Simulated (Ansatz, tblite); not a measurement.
Cost and result up the ladder for Sr₆S₅ (11 atoms). Charge 0, multiplicity 1. Geometry: PBE-D4/def2-SVP.

Cartesian coordinates in Å:
```
Sr 3.0397 1.5745 2.1065
Sr 0.7519 1.1334 -1.2832
Sr -2.2011 -1.5771 -1.7711
Sr 1.2990 -2.8425 -0.8378
Sr -2.0196 3.3872 0.7851
Sr -0.5964 -0.3730 1.7373
S -1.1698 -2.8907 0.4682
S 2.1689 -0.6355 0.6550
S 0.3318 -1.2146 -2.8910
S -2.1118 0.9128 -0.4868
S 0.5075 2.5256 1.5178
```

Ansatz on 4 threads of Intel Xeon on a shared host; xTB runs through tblite on one thread. Times are rough, summed over both states, and most runs start from the orbitals of an earlier one. No level here is sound enough to serve as a yardstick. The other state is a doublet.

In the def2 sets Sr takes a core potential; there is no spin–orbit coupling. The xTB rows come from tblite. The order of the spin states hangs on the level: the triplet lies 0.22 eV below the singlet at PBE0-D4/def2-TZVP, but 0.03 eV above it at PBE-D4/def2-TZVP. The structure comes from a short search, and lower isomers may exist.

Raw xTB energies of ions are shifted by several eV.

| level | functions | vertical IE (eV) | remarks |
| --- | --- | --- | --- |
| GFN1-xTB | 99 | 8.78 | – |
| r2SCAN-D4/def2-TZVP | 383 | 3.56 | restricted SCF unstable in HF (singlet) |
| PBE-D4/def2-TZVP | 383 | 3.81 | restricted SCF unstable in HF (singlet) |
| PBE0-D4/def2-TZVP | 383 | 3.64 | restricted SCF unstable in HF (singlet) |

Q: Estimate how long each takes.

A: GFN1-xTB 0.31 s; PBE-D4/def2-TZVP 86 s; r2SCAN-D4/def2-TZVP 3.7 min; PBE0-D4/def2-TZVP 3.9 min. On shared hardware such times vary by a factor of up to 3.
